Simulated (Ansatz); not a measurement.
Frontier orbitals of `[CH3][GeH2][CH2]O`.

```xyz
12

C    -0.544    1.162   -1.082
Ge    0.929    0.223   -0.199
C     0.173   -0.980    1.179
O    -0.867   -1.800    0.673
H    -1.210    0.450   -1.573
H    -0.161    1.843   -1.843
H    -1.119    1.744   -0.360
H     1.715   -0.598   -1.239
H     1.885    1.240    0.461
H     0.953   -1.655    1.534
H    -0.159   -0.392    2.045
H    -1.596   -1.236    0.404
```

Total charge 0; spin multiplicity 1. Correlated methods include outer-core shells of Ge, which these sets cover unevenly. Scalar relativity is left out up to krypton. The structure was optimised at the PBE0-D4/def2-TZVP level. It is one conformer, not always the lowest. Basis def2-TZVPP, the Gaussian-basis code of Ansatz.

```csv
functional,HOMO (eV),LUMO (eV),gap (eV)
LDA (SPW92),-5.95,-0.50,5.45
PBE,-5.80,-0.31,5.49
PBE0,-7.24,0.54,7.78
r2SCAN0,-7.44,0.93,8.37
CAM-B3LYP,-8.64,1.34,9.98
ωB97X-V,-9.62,2.43,12.05
ωB97M-V,-9.53,2.03,11.56
```

Against PBE, PBE0 changes HOMO and LUMO by −1.43 and +0.85 eV, ωB97M-V by −3.73 and +2.34 eV. A gap of 5.50 eV thus becomes 11.56 eV for the same molecule, so an orbital gap means little without its functional. A positive LUMO is unbound and depends on the basis.
